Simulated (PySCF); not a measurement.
Ge(H)2(Cl)(Et) (C₂H₇ClGe), SMILES C[CH2][GeH2][Cl]. Atoms are numbered in the order given.

```xyz
11

Ge     0.3148     0.6753    -0.0750
Cl     1.3065    -1.2383     0.3356
C     -1.4989     0.2533    -0.7061
C     -2.3061    -0.5808     0.2909
H      0.3052     1.4582     1.2659
H      1.1724     1.4070    -1.1411
H     -1.9936     1.2242    -0.9275
H     -1.3839    -0.2738    -1.6762
H     -2.4575    -0.0419     1.2490
H     -3.3092    -0.8331    -0.1100
H     -1.7865    -1.5319     0.5253
```
Charge 0, spin multiplicity 1.

Geometry: PBE-D3(BJ)/def2-SVP. Other conformers were not sampled.

All values below come from PBE-D3(BJ)/def2-SVP run with PySCF.

Frequencies are harmonic and unscaled.

```
mode  ν (cm⁻¹)  IR (km/mol)  moving atoms (share of kinetic energy)
----  --------  -----------  --------------------------------------
1           69          0.5         C 36 %, H 35 %, Cl 20 %, Ge 9 %
2          130          1.6         H 37 %, C 28 %, Cl 26 %, Ge 9 %
3          217          0.3                          H 67 %, C 28 %
4          260          0.9                 H 55 %, C 30 %, Ge 11 %
5          400         40.4                        Cl 68 %, Ge 31 %
6          460         17.8                 H 76 %, Ge 12 %, C 11 %
7          563         12.2                 C 53 %, H 35 %, Ge 12 %
8          619          1.1                                  H 92 %
9          676         32.7                          H 85 %, C 13 %
10         754        117.6                                  H 92 %
11         836         76.4                                  H 98 %
12         941          8.2                          H 85 %, C 15 %
13         957          6.2                          H 80 %, C 20 %
14        1034          8.9                          C 70 %, H 30 %
15        1194          3.8                          H 66 %, C 34 %
16        1206          1.9                          H 77 %, C 22 %
17        1345          1.8                          H 82 %, C 18 %
18        1381          3.2                          H 90 %, C 10 %
19        1423          6.6                                  H 97 %
20        1428          5.5                                  H 97 %
21        2071         99.6                                  H 99 %
22        2086        129.3                                  H 98 %
23        2968         26.9                                  H 97 %
24        2979          9.4                                  H 95 %
25        3036          1.2                           H 91 %, C 9 %
26        3053         15.9                           H 91 %, C 9 %
27        3064         11.9                           H 91 %, C 9 %
```
